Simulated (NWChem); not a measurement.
Species: thiourea (CH₄N₂S); SMILES NC(=S)N

```xyz
8

N     -0.0610     1.1480    -1.0486
C      0.0000     0.0000    -0.3075
N      0.0610    -1.1480    -1.0486
S      0.0000     0.0000     1.3669
H      0.3214     1.1522    -1.9869
H      0.0513     2.0051    -0.5258
H     -0.3214    -1.1522    -1.9869
H     -0.0513    -2.0051    -0.5258
```
Atoms are numbered in this order, from 1.

Results from NWChem. Geometry: optimised at B3LYP/6-31G* (spherical d). Vzz is the largest principal value of the second derivative of the potential at the nucleus (NWChem prints the opposite sign); η is the asymmetry. Non-relativistic.

Estimate the computed values for PBE0/def2-SVP. Quantities: Vzz N3 (a.u.); η N3; Vzz S4 (a.u.); η S4.


| Quantity | Result |
|---|---|
| Vzz N3 (a.u.) | -0.963 |
| η N3 | 0.16 |
| Vzz S4 (a.u.) | 2.055 |
| η S4 | 0.89 |
